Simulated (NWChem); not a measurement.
System: SeBrCl; SMILES Cl[Se]Br

NWChem printed, in part:

```
             Northwest Computational Chemistry Package (NWChem) 7.3.0
             --------------------------------------------------------

 CS  symmetry detected

                             Geometry "geometry" -> ""
                             -------------------------

 Output coordinates in angstroms (scale by  1.889725989 to convert to a.u.)

  No.       Tag          Charge          X              Y              Z
 ---- ---------------- ---------- -------------- -------------- --------------
    1 Se                  34.0000     0.74648552    -0.58441061     0.00000000
    2 Cl                  17.0000    -0.96928027    -1.92037393     0.00000000
    3 Br                  35.0000    -0.25436409     1.50046622     0.00000000

 Effective nuclear repulsion energy (a.u.)     503.0445916346

      Symmetry information
      --------------------

 Group name             Cs
 Group number              2
 Group order               2
 No. of unique centers     3

  xc_inp: hfexch multiplicative factor not found.

                                 NWChem DFT Module
                                 -----------------

 Summary of "ao basis" -> "ao basis" (spherical)
 ------------------------------------------------------------------------------
       Tag                 Description            Shells   Functions and Types
 ---------------- ------------------------------  ------  ---------------------
 Se                         def2-svp                12       32   5s4p3d
 Cl                         def2-svp                 8       18   4s3p1d
 Br                         def2-svp                12       32   5s4p3d

      Symmetry analysis of basis
      --------------------------

        a'         57
        a"         25

            General Information
            -------------------
          SCF calculation type: DFT
          Wavefunction type:  closed shell.
          No. of atoms     :     3
          No. of electrons :    86
           Alpha electrons :    43
            Beta electrons :    43
          Charge           :     0
          Spin multiplicity:     1
          Use of symmetry is: off; symmetry adaption is: on
          Maximum number of iterations: 150
          AO basis - number of functions:    82
                     number of shells:    32
          Convergence on energy requested:  1.00D-06
          Convergence on density requested:  1.00D-05
          Convergence on gradient requested:  5.00D-04

              XC Information
              --------------
                     Hartree-Fock (Exact) Exchange  1.000

      Superposition of Atomic Density Guess
      -------------------------------------

 Sum of atomic energies:       -5430.92111296

      Non-variational initial energy
      ------------------------------

 Total energy =   -5431.191977
 1-e energy   =   -8565.302708
 2-e energy   =    2631.066140
 HOMO         =      -0.218662
 LUMO         =      -0.056610

      Symmetry analysis of molecular orbitals - initial
      -------------------------------------------------

  Numbering of irreducible representations:

     1 a'          2 a"

  Orbital symmetries:

     1 a'          2 a'          3 a'          4 a'          5 a'
     6 a'          7 a'          8 a"          9 a'         10 a'
    11 a"         12 a'         13 a'         14 a'         15 a'
    16 a'         17 a"         18 a'         19 a'         20 a"
    21 a'         22 a'         23 a"         24 a'         25 a'
    26 a"         27 a'         28 a"         29 a'         30 a'
    31 a"         32 a'         33 a"         34 a'         35 a'
    36 a'         37 a'         38 a'         39 a"         40 a"
    41 a'         42 a'         43 a"         44 a'         45 a'
    46 a'         47 a'         48 a'         49 a"         50 a'
    51 a"         52 a'         53 a'

   convergence    iter        energy       DeltaE   RMS-Dens  Diis-err
 ---------------- ----- ----------------- --------- --------- ---------
 d= 0,ls=0.0,diis     1  -5430.9607266225 -5.93D+03  7.36D-03  2.05D-01
 d= 0,ls=0.0,diis     2  -5430.9867788069 -2.61D-02  2.65D-03  7.68D-02
 d= 0,ls=0.0,diis     3  -5430.9959131108 -9.13D-03  5.32D-04  1.60D-03
 d= 0,ls=0.0,diis     4  -5430.9962670150 -3.54D-04  3.06D-04  2.15D-04
 d= 0,ls=0.0,diis     5  -5430.9963465869 -7.96D-05  1.26D-04  1.51D-05
  Resetting Diis
 d= 0,ls=0.0,diis     6  -5430.9963558510 -9.26D-06  4.96D-05  2.06D-06
 d= 0,ls=0.0,diis     7  -5430.9963569864 -1.14D-06  8.11D-06  2.04D-07
 d= 0,ls=0.0,diis     8  -5430.9963570465 -6.01D-08  3.47D-06  4.73D-08

         Total DFT energy =    -5430.996357046550
      One electron energy =    -8563.200064782399
           Coulomb energy =     2831.899482023376
    Exchange-Corr. energy =     -202.740365922146
 Nuclear repulsion energy =      503.044591634618

 Numeric. integr. density =        0.000000000000

                  Occupations of the irreducible representations
                  ----------------------------------------------

                     irrep           alpha         beta
                     --------     --------     --------
                     a'               31.0         31.0
                     a"               12.0         12.0

                       DFT Final Molecular Orbital Analysis
                       ------------------------------------

 Vector   41  Occ=2.000000D+00  E=-4.545626D-01  Symmetry=a'
              MO Center= -3.8D-01, -8.0D-01, -3.1D-14, r^2= 4.0D+00
   Bfn.  Coefficient  Atom+Function         Bfn.  Coefficient  Atom+Function
  ----- ------------  ---------------      ----- ------------  ---------------
    43      0.397666  2 Cl px                44     -0.336375  2 Cl py
    66     -0.282683  3 Br py                40      0.276307  2 Cl px
    63     -0.266974  3 Br py                41     -0.232344  2 Cl py
    12     -0.194267  1 Se px                 4     -0.188293  1 Se s
    60      0.177254  3 Br py                15     -0.172309  1 Se px

 Vector   42  Occ=2.000000D+00  E=-4.374547D-01  Symmetry=a'
              MO Center= -2.5D-01,  9.9D-01, -2.1D-14, r^2= 2.9D+00
   Bfn.  Coefficient  Atom+Function         Bfn.  Coefficient  Atom+Function
  ----- ------------  ---------------      ----- ------------  ---------------
    65      0.542179  3 Br px                62      0.465713  3 Br px
    59     -0.307188  3 Br px                44      0.203538  2 Cl py
    66      0.192552  3 Br py                63      0.169197  3 Br py
    41      0.143936  2 Cl py                 4     -0.118626  1 Se s
    43      0.114261  2 Cl px                12     -0.110245  1 Se px

[...]

                                NWChem TDDFT Module
                                -------------------

            General Information
            -------------------
           No. of orbitals :     164
            Alpha orbitals :      82
             Beta orbitals :      82
        Alpha frozen cores :       0
         Beta frozen cores :       0
     Alpha frozen virtuals :       0
      Beta frozen virtuals :       0
         Spin multiplicity :       1
    Number of AO functions :      82
        Use of symmetry is : off
      Symmetry adaption is : on
         Schwarz screening :  0.10D-07

              XC Information
              --------------
              Hartree-Fock (Exact) Exchange   1.00

             TDDFT Information
             -----------------
          Calculation type : TDHF
         Wavefunction type : Restricted singlets
          No. of electrons :      86
           Alpha electrons :      43
            Beta electrons :      43
              No. of roots :       8
          Max subspacesize :    5600
            Max iterations :     100
               Target root :       1
           Target symmetry : none
      Symmetry restriction : off
                 Algorithm : Optimal
        Davidson threshold :  0.10D-03

    8 smallest eigenvalue differences (eV)
--------------------------------------------------------
  No. Spin  Occ  Vir  Irrep   E(Occ)    E(Vir)   E(Diff)
--------------------------------------------------------
    1    1   43   44 a"       -0.358     0.027    10.489
    2    1   43   45 a"       -0.358     0.050    11.108
    3    1   42   44 a'       -0.437     0.027    12.650
    4    1   41   44 a'       -0.455     0.027    13.115
    5    1   42   45 a'       -0.437     0.050    13.269
    6    1   40   44 a"       -0.462     0.027    13.312
    7    1   41   45 a'       -0.455     0.050    13.734
    8    1   40   45 a"       -0.462     0.050    13.931
--------------------------------------------------------

  Entering Davidson iterations
  Restricted singlet excited states

  Iter   NTrls   NConv    DeltaV     DeltaE      Time
  ----  ------  ------  ---------  ---------  ---------
    1      8       0     0.23E+00   0.10+100        8.4
    2     24       0     0.70E-01   0.25E-01        8.9
    3     40       0     0.50E-01   0.12E-01        8.9
    4     56       0     0.12E-01   0.19E-02       10.9
    5     72       2     0.22E-02   0.50E-04       15.0
    6     84       4     0.43E-03   0.18E-05       14.8
    7     92       7     0.11E-03   0.55E-07       15.4
    8     94       8     0.53E-04   0.22E-08       15.0
  ----  ------  ------  ---------  ---------  ---------
  Convergence criterion met

  Ground state a'      -5430.996357046550 a.u.

  ----------------------------------------------------------------------------
  Root   1 singlet a"             0.115135769 a.u.                3.1330 eV
  ----------------------------------------------------------------------------
     Transition Moments    X -0.00000   Y  0.00000   Z -0.02987
     Dipole Oscillator Strength                    0.0000684773
     Electric Quadrupole                           0.0000000009
     Magnetic Dipole                               0.0000001432
     Total Oscillator Strength                     0.0000686214

     Occ.   39  a"  ---  Virt.   44  a'   0.08220 X
     Occ.   39  a"  ---  Virt.   45  a'  -0.05029 X
     Occ.   40  a"  ---  Virt.   44  a'  -0.05189 X
     Occ.   40  a"  ---  Virt.   45  a'   0.06924 X
     Occ.   43  a"  ---  Virt.   44  a'   0.98467 X
     Occ.   43  a"  ---  Virt.   44  a'  -0.05580 Y
     Occ.   43  a"  ---  Virt.   45  a'  -0.10088 X
     Occ.   43  a"  ---  Virt.   57  a'   0.05886 X
  ----------------------------------------------------------------------------
  Root   2 singlet a"             0.125763339 a.u.                3.4222 eV
  ----------------------------------------------------------------------------
     Transition Moments    X -0.00000   Y -0.00000   Z  0.02348
     Dipole Oscillator Strength                    0.0000462244
     Electric Quadrupole                           0.0000000033
     Magnetic Dipole                               0.0000004393
     Total Oscillator Strength                     0.0000466670

     Occ.   39  a"  ---  Virt.   45  a'   0.07903 X
     Occ.   40  a"  ---  Virt.   44  a'   0.09785 X
     Occ.   40  a"  ---  Virt.   45  a'   0.20747 X
     Occ.   43  a"  ---  Virt.   44  a'   0.09684 X
     Occ.   43  a"  ---  Virt.   45  a'   0.96251 X
     Occ.   43  a"  ---  Virt.   45  a'  -0.05367 Y
  ----------------------------------------------------------------------------
  Root   3 singlet a'             0.196579000 a.u.                5.3492 eV
  ----------------------------------------------------------------------------
     Transition Moments    X  0.15140   Y  0.00234   Z  0.00000
     Dipole Oscillator Strength                    0.0030048937
     Electric Quadrupole                           0.0000000029
     Magnetic Dipole                               0.0000001658
     Total Oscillator Strength                     0.0030050624

     Occ.   37  a'  ---  Virt.   44  a'  -0.05618 X
     Occ.   38  a'  ---  Virt.   44  a'  -0.11691 X
     Occ.   38  a'  ---  Virt.   45  a'   0.05688 X
     Occ.   41  a'  ---  Virt.   44  a'  -0.09235 X
     Occ.   41  a'  ---  Virt.   45  a'  -0.12629 X
     Occ.   42  a'  ---  Virt.   44  a'   0.94506 X
     Occ.   42  a'  ---  Virt.   45  a'  -0.22825 X
     Occ.   42  a'  ---  Virt.   47  a'  -0.05512 X
  ----------------------------------------------------------------------------
  Root   4 singlet a"             0.221948095 a.u.                6.0395 eV
  ----------------------------------------------------------------------------
     Transition Moments    X  0.00000   Y -0.00000   Z -0.02162
     Dipole Oscillator Strength                    0.0000691327
     Electric Quadrupole                           0.0000000282
     Magnetic Dipole                               0.0000008283
     Total Oscillator Strength                     0.0000699891

     Occ.   39  a"  ---  Virt.   44  a'  -0.23358 X
     Occ.   39  a"  ---  Virt.   45  a'   0.21834 X
     Occ.   40  a"  ---  Virt.   44  a'  -0.93433 X
     Occ.   40  a"  ---  Virt.   45  a'   0.09037 X
     Occ.   43  a"  ---  Virt.   45  a'   0.05071 X
  ----------------------------------------------------------------------------
  Root   5 singlet a'             0.222558336 a.u.                6.0561 eV
  ----------------------------------------------------------------------------
     Transition Moments    X -0.29778   Y  0.13241   Z -0.00000
     Dipole Oscillator Strength                    0.0157576947
     Electric Quadrupole                           0.0000000344
     Magnetic Dipole                               0.0000000339
     Total Oscillator Strength                     0.0157577630

     Occ.   37  a'  ---  Virt.   45  a'  -0.07000 X
     Occ.   38  a'  ---  Virt.   44  a'   0.20361 X
     Occ.   38  a'  ---  Virt.   45  a'   0.24341 X
     Occ.   41  a'  ---  Virt.   44  a'  -0.48401 X
     Occ.   41  a'  ---  Virt.   45  a'  -0.78986 X
     Occ.   41  a'  ---  Virt.   52  a'  -0.05851 X
     Occ.   42  a'  ---  Virt.   44  a'  -0.12555 X
     Occ.   42  a'  ---  Virt.   45  a'   0.08397 X
  ----------------------------------------------------------------------------
  Root   6 singlet a"             0.254651639 a.u.                6.9294 eV
  ----------------------------------------------------------------------------
     Transition Moments    X  0.00000   Y -0.00000   Z -0.08387
     Dipole Oscillator Strength                    0.0011941886
     Electric Quadrupole                           0.0000000256
     Magnetic Dipole                               0.0000006282
     Total Oscillator Strength                     0.0011948424

     Occ.   39  a"  ---  Virt.   44  a'  -0.49279 X
     Occ.   39  a"  ---  Virt.   45  a'  -0.57585 X
     Occ.   39  a"  ---  Virt.   52  a'  -0.06841 X
     Occ.   40  a"  ---  Virt.   45  a'   0.62677 X
     Occ.   43  a"  ---  Virt.   45  a'  -0.11102 X
  ----------------------------------------------------------------------------
  Root   7 singlet a'             0.265482710 a.u.                7.2242 eV
  ----------------------------------------------------------------------------
     Transition Moments    X -0.64917   Y  0.51880   Z -0.00000
     Dipole Oscillator Strength                    0.1222246237
     Electric Quadrupole                           0.0000006557
     Magnetic Dipole                               0.0000000000
     Total Oscillator Strength                     0.1222252793

[...]
```

Level: Hartree-Fock/def2-SVP, TDHF. Coordinates come from a PBE0/def2-SVP optimisation.

Problem. Write an input that gives this output.

Solution. One answer among several that fit: the input that was run:
```
start job
memory heap 200 mb stack 900 mb global 1100 mb
geometry units angstroms noautoz
  Se     0.744583    -0.581365     0.000000
  Cl    -0.980607    -1.905136     0.000000
  Br    -0.241467     1.510552     0.000000
end
basis spherical
  Se library def2-svp
  Cl library def2-svp
  Br library def2-svp
end
dft
  xc hfexch
  iterations 150
end
tddft
  nroots 8
  notriplet
end
task tddft energy
```
